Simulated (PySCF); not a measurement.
Computed structure and properties of [PmCl2]+

System: [PmCl2]+ (singlet in the valence; each metal's 4f electrons, 4 of them, lie in its core potential, out of spins and levels); start: template (C2v). Method: PySCF 2.14.0, RKS PBE0, Pm lcecp-1-SVP with ECP50, Cl def2-SVP; non-relativistic Hamiltonian with scalar-relativistic core potentials where named; density fitting; no spin-orbit coupling.

Input of the relaxation:

```python
mol = gto.M(atom='''
Pm     0.00000     0.00000    -0.35491
Cl     2.43630    -0.00000     0.73539
Cl    -2.43630     0.00000     0.73539''',
    basis={'Pm': 'lcecp-1-SVP', 'Cl': 'def2-SVP'},
    ecp={'Pm': 'lcecp-1-SVP'},
    charge=1, spin=0)
mf = dft.RKS(mol, xc='PBE0')
mf.grids.atom_grid = (50, 194)  # f atoms: unpruned, at least (60, 302)
mf = mf.density_fit()  # fitting sets: Pm AutoAux, Cl def2-universal-JKFIT
mf.conv_tol = 1e-08; mf.max_cycle = 55
mf.kernel(dm0)  # dm0: converged density of the start geometry
# quasi-Newton relaxation in Cartesian coordinates to a largest gradient under 0.00045 Eh/bohr, steps kept in the point group
```

Run from Python with OMP_NUM_THREADS=2; the lines above give its settings. Where DIIS fails, smearing, a level shift and second-order steps follow.
It took 15 s on 2 threads of Arm Neoverse V1, on a shared host, from the converged density of the start.

Course of the relaxation:

```json
{"step": "0", "energy above end (eV)": "0.7140", "largest force component within the symmetry (eV/Å)": "2.238"}
{"step": "1", "energy above end (eV)": "0.2427", "largest force component within the symmetry (eV/Å)": "1.206"}
{"step": "2", "energy above end (eV)": "0.1064", "largest force component within the symmetry (eV/Å)": "0.834"}
{"step": "3", "energy above end (eV)": "0.0559", "largest force component within the symmetry (eV/Å)": "0.267"}
{"step": "4", "energy above end (eV)": "0.0183", "largest force component within the symmetry (eV/Å)": "0.385"}
{"step": "5", "energy above end (eV)": "0.0064", "largest force component within the symmetry (eV/Å)": "0.216"}
{"step": "6", "energy above end (eV)": "0.0000", "largest force component within the symmetry (eV/Å)": "0.013"}
{"step": "7", "energy above end (eV)": "0.0000", "largest force component within the symmetry (eV/Å)": "0.008"}
```

Relaxed geometry (C2v):

```xyz
3

Pm    0.0000    0.0000   -0.5733
Cl    1.9782    0.0000    0.8446
Cl   -1.9782    0.0000    0.8446
```

```
     contact      Å
Pm1–Cl2 (Cl)  2.434
Pm1–Cl3 (Cl)  2.434
```

On the finer grid (75, 302):

The HOMO is -13.64 eV and the LUMO is -7.83 eV. The dipole about the centre of mass is 6.86 D. The set of Mulliken populations of Pm1 outside the core potential is s 2.16, p 6.18, d 1.28, f 0.06 and the D3(BJ) dispersion energy (not in the energies) is -0.070 eV.

```csv
atom,Mulliken (e),Löwdin (e),spin (e)
Pm1,1.32,0.73,0.00
Cl2,-0.16,0.14,0.00
Cl3,-0.16,0.14,0.00
```

The 4f levels lie in the core potential and are missing. Their spin isn't counted.

On the grid (50, 194), as all that follows. Harmonic modes: a minimum; lowest 81 cm⁻¹ (negative: unstable), highest 390 cm⁻¹, zero-point energy 0.053 eV.

Taking off one Cl (charge -1, singlet; the rest: singlet) in vacuum, both parts rigid, costs 14.49 eV; the small basis without counterpoise inflates it. Most of it is the attraction of opposite charges; other ways to part are cheaper, and one spin state was tried for the rest.

Rigid scan of Cl along the line from its metal:

```
distance to Cl2 (Å)  energy (eV)
               2.13        1.044
               2.23        0.405
               2.33        0.088
               2.43        0.000
               2.53        0.070
               2.63        0.249
               2.83        0.795
               3.13        1.791
               3.53        3.068
               4.03        4.328
```

One start shape was tried, so this needn't be the lowest isomer.

An lcecp potential fixes the number of 4f electrons, so in runs with it no electron can move into or out of that shell.
